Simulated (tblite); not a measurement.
H₂S₂, charge -1, doublet, at the geometry of the source list (a state made from the parent by changing its charge; the spin is typed, not shown lowest); GFN1-xTB (tblite 0.6.0).

Here is a job for tblite.
```
$ tblite run mol.xyz --method gfn1 --charge -1 --spin 1 --efield 0,0,0.1 --json tblite.json --no-restart

# file mol.xyz
4

S     -0.90190000     0.44390000     0.48700000
S      0.90020000     0.45720000    -0.47780000
H     -1.53060000    -0.45050000    -0.29230000
H      1.53240000    -0.45060000     0.28310000
```

The log (banner, timings and long lists left out):

```
xTB calculator
 | screened Coulomb repulsion
 | Coulomb electrostatics
 |  * isotropic Klopman-Ohno-Mataga-Nishimoto electrostatics
 |  * onsite third-order electrostatics
 | DFT-D3(BJ) dispersion correction
 | Interactions (1)
 | [1] electric field

halogen bonding energy    0.0000000000000E+00 Eh
repulsion energy          2.4864606734249E-02 Eh
dispersion energy        -9.6339198072555E-04 Eh
interaction energy        0.0000000000000E+00 Eh
number of electrons       1.5000000000000E+01 e
integral cutoff           1.9731147476801E+01 bohr

------------------------------------------------------------
  cycle        total energy    energy error   density error
------------------------------------------------------------
      1     -8.517593258253  -8.5414945E+00   2.3621579E-01
      2     -8.535777506797  -1.8184249E-02   1.0517364E-01
      3     -8.536957634200  -1.1801274E-03   2.7402624E-02
      4     -8.537031133662  -7.3499462E-05   1.7234770E-03
      5     -8.537031400666  -2.6700342E-07   1.5369122E-04
      6     -8.537031406628  -5.9618657E-09   6.6843766E-05
      7     -8.537031407090  -4.6257043E-10   2.1025745E-05
      8     -8.537031407111  -2.0436985E-11   4.1271831E-07
------------------------------------------------------------

electronic energy        -8.5609326218642E+00 Eh
total energy             -8.5370314071107E+00 Eh

Post processing:
 | Mayer-Wiberg bond orders

[Info] JSON dump of results written to 'tblite.json'
```
